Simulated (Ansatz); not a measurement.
`C[Si](C)(C)[Si](C)(C)[Si](C)(C)[Si](C)(C)[Si](C)(C)[Si](C)(C)[Si](C)(C)[Si](C)(C)C` with charge +1. Total charge 1; doublet. Geometry r2SCAN-D4/def2-SVP, that of the neutral singlet.

Cartesian coordinates in Å:
```
C 0.975 6.107 4.418
Si 0.727 4.364 3.716
C 1.414 3.117 4.963
C -1.132 4.080 3.497
Si 1.870 4.227 1.659
C 3.573 5.053 1.877
C 0.909 5.198 0.335
Si 2.214 2.018 0.913
C 3.400 1.119 2.097
C 3.040 2.117 -0.801
Si 0.204 0.792 0.773
C -0.276 0.190 2.513
C -1.195 1.867 0.065
Si 0.529 -1.067 -0.643
C 2.165 -1.936 -0.210
C 0.600 -0.463 -2.443
Si -1.236 -2.597 -0.331
C -0.948 -3.495 1.324
C -2.902 -1.686 -0.235
Si -1.280 -4.257 -2.011
C 0.503 -4.783 -2.421
C -2.184 -5.776 -1.297
Si -2.392 -3.668 -4.006
C -4.127 -3.003 -3.647
C -2.559 -5.242 -5.049
C -1.441 -2.385 -5.020
H 2.041 6.316 4.605
H 0.437 6.226 5.375
H 0.599 6.877 3.725
H 2.499 3.248 5.105
H 0.930 3.241 5.947
H 1.245 2.078 4.636
H -1.359 3.068 3.127
H -1.564 4.801 2.783
H -1.657 4.209 4.460
H 4.154 5.021 0.940
H 4.167 4.550 2.658
H 3.462 6.111 2.168
H 1.455 5.201 -0.623
H 0.767 6.249 0.641
H -0.086 4.761 0.153
H 3.590 0.086 1.760
H 4.372 1.640 2.148
H 2.991 1.071 3.119
H 3.313 1.113 -1.168
H 2.369 2.575 -1.546
H 3.962 2.721 -0.762
H -0.359 1.029 3.224
H -1.249 -0.330 2.497
H 0.475 -0.512 2.911
H -0.924 2.268 -0.926
H -2.125 1.287 -0.049
H -1.409 2.724 0.725
H 2.315 -2.837 -0.828
H 3.025 -1.266 -0.377
H 2.182 -2.247 0.847
H 1.427 0.250 -2.593
H -0.336 0.044 -2.728
H 0.748 -1.305 -3.139
H -1.780 -4.183 1.548
H -0.019 -4.088 1.299
H -0.867 -2.780 2.159
H -3.058 -1.037 -1.112
H -2.946 -1.049 0.664
H -3.747 -2.394 -0.187
H 0.514 -5.619 -3.140
H 1.036 -5.116 -1.514
H 1.079 -3.952 -2.861
H -3.230 -5.539 -1.039
H -2.196 -6.607 -2.022
H -1.687 -6.136 -0.381
H -4.090 -2.044 -3.106
H -4.679 -2.837 -4.588
H -4.714 -3.709 -3.036
H -3.058 -5.024 -6.009
H -1.574 -5.684 -5.278
H -3.156 -6.009 -4.528
H -1.371 -1.419 -4.496
H -0.414 -2.721 -5.243
H -1.950 -2.209 -5.984
```

Single mean-field runs in def2-SVP are fitted with def2-universal-jkfit.

Problem. Estimate the α-spin orbital energies around the gap (eV) in Ansatz with PBE-D4/def2-SVP, PBE0-D4/def2-SVP.

Solution. 
```json
{"orbital": "HOMO−5", "PBE-D4/def2-SVP": "-9.49", "PBE0-D4/def2-SVP": "-10.80"}
{"orbital": "HOMO−4", "PBE-D4/def2-SVP": "-9.40", "PBE0-D4/def2-SVP": "-10.70"}
{"orbital": "HOMO−3", "PBE-D4/def2-SVP": "-9.27", "PBE0-D4/def2-SVP": "-10.51"}
{"orbital": "HOMO−2", "PBE-D4/def2-SVP": "-8.76", "PBE0-D4/def2-SVP": "-9.95"}
{"orbital": "HOMO−1", "PBE-D4/def2-SVP": "-8.57", "PBE0-D4/def2-SVP": "-9.65"}
{"orbital": "HOMO", "PBE-D4/def2-SVP": "-8.38", "PBE0-D4/def2-SVP": "-9.50"}
{"orbital": "LUMO", "PBE-D4/def2-SVP": "-4.07", "PBE0-D4/def2-SVP": "-3.52"}
{"orbital": "LUMO+1", "PBE-D4/def2-SVP": "-3.50", "PBE0-D4/def2-SVP": "-2.86"}
{"orbital": "LUMO+2", "PBE-D4/def2-SVP": "-3.23", "PBE0-D4/def2-SVP": "-2.55"}
{"orbital": "LUMO+3", "PBE-D4/def2-SVP": "-2.96", "PBE0-D4/def2-SVP": "-2.24"}
{"orbital": "LUMO+4", "PBE-D4/def2-SVP": "-2.69", "PBE0-D4/def2-SVP": "-1.94"}
{"orbital": "LUMO+5", "PBE-D4/def2-SVP": "-2.53", "PBE0-D4/def2-SVP": "-1.79"}
{"orbital": "β HOMO", "PBE-D4/def2-SVP": "-8.43", "PBE0-D4/def2-SVP": "-9.33"}
{"orbital": "β LUMO", "PBE-D4/def2-SVP": "-8.09", "PBE0-D4/def2-SVP": "-8.01"}
```
